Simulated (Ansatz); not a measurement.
Ca8O8⁺ (started as a model of: 2x2x4 CaO rock-salt block), relaxed as a doublet with UKS PBE-D4/def2-SVP in Ansatz, starting from the PBE-D4/def2-SVP geometry of the neutral singlet. Force threshold 0.03 eV/Å.

The gap within one spin of the relaxed charge 1 doublet nearly closes, so an electron or hole may be smeared out by delocalisation error.

Start:

```
atom   x (Å)   y (Å)   z (Å)
 Ca1  -0.456  -2.119  -2.999
  O2   0.501  -0.509  -1.826
 Ca3   1.511   1.153  -0.654
  O4   2.338   2.726   0.687
  O5  -0.436  -3.400  -1.270
 Ca6   0.625  -1.910  -0.001
  O7   1.535  -0.214   1.201
 Ca8   2.449   1.412   2.387
  O9  -2.396  -1.447  -2.353
Ca10  -1.575   0.283  -1.216
 O11  -0.563   1.878   0.042
Ca12   0.396   3.459   1.253
Ca13  -2.389  -2.752  -0.641
 O14  -1.473  -1.155   0.582
Ca15  -0.560   0.475   1.871
 O16   0.493   2.122   2.936
```

Estimate the energy that the relaxation releases and the steps that it takes.

4.5 kcal/mol, in 6 steps; 2 min on 4 threads of AMD EPYC 7B13 on a shared host. The force fell under the threshold at step 5, but the optimiser went on. No frequencies were taken in this run, so the end may be a saddle point.

Does the start keep its bonding and symmetry?

By distances, no bond broke or formed. The bond that changes most is O5–Ca6, from 2.23 to 2.25 Å (atoms count from 1). Point group D2d at the start, D2d at the end, both within 0.05 Å.

Predict the relaxed structure.


```xyz
16

Ca   -0.4077   -2.1035   -3.0564
O     0.4874   -0.5145   -1.8151
Ca    1.5098    1.1437   -0.6682
O     2.2984    2.7169    0.7368
O    -0.4810   -3.3615   -1.2945
Ca    0.6364   -1.9049    0.0096
O     1.5239   -0.1989    1.1979
Ca    2.5001    1.3613    2.4143
O    -2.3536   -1.4919   -2.3327
Ca   -1.5748    0.2983   -1.2104
O    -0.5485    1.8691    0.0503
Ca    0.3443    3.5089    1.2255
Ca   -2.4368   -2.7667   -0.5834
O    -1.4629   -1.1556    0.5669
Ca   -0.5714    0.4630    1.8690
O     0.5362    2.1365    2.8904
```
Bond lengths (bridged metal pairs left out): 28 × Ca–O 2.16 to 2.30 Å.
